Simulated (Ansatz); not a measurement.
C$_{2}$H$_{6}$FMoNO, SMILES `C[N]=[Mo]([CH3])(=[O])[F]`, relaxed with RKS PBE0-D4/def2-TZVP in Ansatz from a PBE-D4/def2-SVP geometry. The force threshold is 0.005 eV/Å; the program also tests the step.

The species carries charge 0 and has multiplicity 1. Mo takes the def2 core potential.

Start:

```xyz
12

C     1.909    1.042   -0.512
N     0.766    0.580    0.198
Mo   -0.223   -0.694    0.852
C    -2.028   -0.488   -0.227
O     0.457   -2.169    0.359
F    -0.485   -0.473    2.699
H     1.596    1.740   -1.321
H     2.477    0.204   -0.979
H     2.593    1.605    0.161
H    -2.722   -1.298    0.083
H    -1.868   -0.550   -1.322
H    -2.473    0.502    0.009
```

(1) By how much does the energy fall, and how many steps does the optimiser take? (Estimate.)

(2) Which bonds change most? (An estimate is asked.)

(3) Give the relaxed structure. (Best estimate.)

## Answers

(1) Ansatz gave: 0.06 eV, in 9 steps.

(2) The calculation gave: N2–Mo3 from 1.741 to 1.718 Å; Mo3–O5 from 1.698 to 1.676 Å; C1–H8 from 1.115 to 1.096 Å; C1–H9 from 1.113 to 1.095 Å.

(3) Ansatz gave: 
```xyz
12

C     1.897    1.033   -0.511
N     0.763    0.572    0.206
Mo   -0.213   -0.691    0.841
C    -2.013   -0.476   -0.228
O     0.456   -2.147    0.350
F    -0.479   -0.488    2.676
H     1.570    1.683   -1.329
H     2.469    0.200   -0.934
H     2.548    1.621    0.143
H    -2.695   -1.277    0.073
H    -1.854   -0.527   -1.306
H    -2.450    0.496    0.018
```
